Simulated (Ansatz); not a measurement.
Cartesian coordinates (Å):
```xyz
6

B      0.6921    -0.5579     1.1223
C      1.2448    -0.0894    -0.0138
Si    -0.7718    -0.0108     0.1598
H      1.8631     0.2300    -0.8306
H     -1.4383     1.3088     0.2696
H     -1.6078    -0.8703    -0.7118
```
Charge 0, spin multiplicity 1.

The numbers are results of frozen-core CCSD(T)/cc-pVQZ // B3LYP-D3(BJ)/def2-TZVP (Ansatz, a quantum-chemistry and plane-wave program), not measurements. The restricted HF reference is unstable towards unrestricted orbitals.

```json
{
 "HF energy": "-353.12745 Ha",
 "MP2 correlation energy": "-0.40021 Ha"
}
```

Q: Estimate the CCSD correlation energy, the (T) correction, the total energy and the T1 diagnostic.

A: 
```yaml
CCSD correlation energy: -0.42073 Ha
"(T) correction": -0.02479 Ha
CCSD(T) total energy: -353.57296 Ha
T1 diagnostic: 0.016
```
